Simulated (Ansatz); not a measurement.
Relaxation of F₂H₂OSi (6 atoms, charge 0, multiplicity 1), to a largest force component of 0.02 eV/Å in at most 40 steps.

Computed with Ansatz, RKS revPBE-D4/def2-SVP.

```xyz
6
Properties=species:S:1:pos:R:3:forces:R:3
Si 0.000 0.000 0.000 1.38 0.09 1.74
O 0.000 0.000 1.680 -1.42 -0.52 -0.08
H -0.909 -0.281 2.017 1.35 0.44 -0.30
H 1.377 0.000 -0.486 0.43 0.04 -0.11
F -0.749 1.297 -0.529 -0.85 1.11 -0.65
F -0.749 -1.297 -0.529 -0.90 -1.15 -0.60
```

Where does it end, and by what steps?

The forces met the threshold. After 5 steps the energy has fallen by 0.131 eV; H3 moved furthest, 0.17 Å.

```json
{"step": "0", "energy less start (eV)": "0.0000", "largest force component (eV/Å)": "1.740", "accepted": "yes"}
{"step": "1", "energy less start (eV)": "-0.0814", "largest force component (eV/Å)": "1.087", "accepted": "yes"}
{"step": "2", "energy less start (eV)": "-0.1213", "largest force component (eV/Å)": "0.257", "accepted": "yes"}
{"step": "3", "energy less start (eV)": "-0.1301", "largest force component (eV/Å)": "0.085", "accepted": "yes"}
{"step": "4", "energy less start (eV)": "-0.1307", "largest force component (eV/Å)": "0.023", "accepted": "yes"}
{"step": "5", "energy less start (eV)": "-0.1308", "largest force component (eV/Å)": "0.009", "accepted": "yes"}
```

```xyz
6
Properties=species:S:1:pos:R:3
Si 0.007 -0.027 0.008
O -0.006 -0.101 1.660
H -0.875 -0.140 2.096
H 1.416 0.019 -0.441
F -0.810 1.279 -0.528
F -0.762 -1.311 -0.643
```

Whether the end is a true minimum wasn't checked by a vibrational analysis.

Run time: 11 s on 1 thread of Arm Neoverse V1, with other jobs on the host, peak memory 0.12 GiB.
